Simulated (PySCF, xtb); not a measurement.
H7NSi2, SMILES [SiH3]N[SiH3].

Harmonic wavenumbers (cm⁻¹) from GFN2-xTB in xtb at its own minimum, in rising order: 72, 92, 199, 329, 541, 568, 576, 595, 724, 751, 770, 794, 798, 809, 840, 993, 1205, 2193, 2207, 2248, 2254, 2270, 2284, 3476.

### Question
What does PBE-D3(BJ)/def2-SVP in PySCF give at its own minimum? (Estimate from the structure and the level; the computed values follow.)

### Answer
51, 79, 205, 363, 588, 620, 681, 687, 799, 880, 890, 901, 927, 933, 956, 980, 1163, 2127, 2133, 2150, 2156, 2178, 2186, 3496. Paired by order, the mean absolute difference is 74 cm⁻¹ and the zero-point energies are 39.4 and 40.2 kcal/mol.
